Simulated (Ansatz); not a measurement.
A run of Ansatz (development build ahead of 0.2.0) on doublet C7H7 at this shape:

```yaml
atoms:
  - { symbol: C, position_ang: [0.9981, 0.0494, -0.0064] }
  - { symbol: C, position_ang: [0.2929, 1.2218, -0.0284] }
  - { symbol: C, position_ang: [-1.1273, 1.1679, -0.0262] }
  - { symbol: C, position_ang: [-1.8118, -0.0386, 0.0178] }
  - { symbol: C, position_ang: [-1.1324, -1.2275, -0.0468] }
  - { symbol: C, position_ang: [0.2747, -1.2573, -0.0164] }
  - { symbol: C, position_ang: [2.3596, -0.0265, 0.0064] }
  - { symbol: H, position_ang: [0.7573, 2.1905, 0.0175] }
  - { symbol: H, position_ang: [-1.6915, 2.1220, -0.0331] }
  - { symbol: H, position_ang: [-2.8975, 0.0370, -0.0059] }
  - { symbol: H, position_ang: [-1.6945, -2.2005, -0.0194] }
  - { symbol: H, position_ang: [0.7684, -2.1572, 0.0410] }
  - { symbol: H, position_ang: [2.9524, -0.8956, -0.0268] }
  - { symbol: H, position_ang: [2.9506, 0.9130, -0.0423] }
```

Its results:

| Property | Result |
| --- | --- |
| Converged | yes |
| Total energy | -270.37574 hartree |
| Spin squared of the determinant | 0.801 |
| Stability test | minimum |

Forces (eV/Å):
| atom | Fx | Fy | Fz |
| --- | --- | --- | --- |
| C1 | -0.710 | -4.323 | -0.035 |
| C2 | -3.289 | 0.942 | 0.129 |
| C3 | 1.262 | 1.060 | 0.195 |
| C4 | -0.843 | 1.445 | -0.628 |
| C5 | 1.353 | -2.391 | 0.554 |
| C6 | -2.488 | 4.445 | -0.147 |
| C7 | 1.944 | 2.546 | -0.121 |
| H8 | 0.531 | 0.454 | -0.121 |
| H9 | 0.231 | -0.461 | 0.033 |
| H10 | -0.196 | -0.379 | 0.109 |
| H11 | 0.461 | 0.829 | -0.110 |
| H12 | 1.540 | -2.230 | 0.004 |
| H13 | 0.489 | -1.542 | 0.029 |
| H14 | -0.284 | -0.393 | 0.107 |

Task: Which input gives this output? Name the method, the orbitals and the basis set, and write the input.

Result: PBE0 (unrestricted) in def2-SVP.

```yaml
crystal:
  periodic: [false, false, false]
  atoms:
    - { symbol: C, position_ang: [0.99809, 0.04936, -0.00643] }
    - { symbol: C, position_ang: [0.2929, 1.22184, -0.02836] }
    - { symbol: C, position_ang: [-1.1273, 1.16789, -0.02624] }
    - { symbol: C, position_ang: [-1.8118, -0.03861, 0.01778] }
    - { symbol: C, position_ang: [-1.13243, -1.22755, -0.04683] }
    - { symbol: C, position_ang: [0.27466, -1.25728, -0.01642] }
    - { symbol: C, position_ang: [2.3596, -0.02654, 0.00643] }
    - { symbol: H, position_ang: [0.75734, 2.19054, 0.01745] }
    - { symbol: H, position_ang: [-1.69148, 2.12199, -0.0331] }
    - { symbol: H, position_ang: [-2.89746, 0.03701, -0.00593] }
    - { symbol: H, position_ang: [-1.69454, -2.20048, -0.01941] }
    - { symbol: H, position_ang: [0.76843, -2.15715, 0.04103] }
    - { symbol: H, position_ang: [2.95244, -0.89563, -0.0268] }
    - { symbol: H, position_ang: [2.95059, 0.91304, -0.04235] }
basis:
  gaussian: { orbitals: def2-SVP }
magnetization:
  spin_polarized: true
  initial_magnetization: 1
hamiltonian:
  xc: pbe0
output:
  forces: true
```
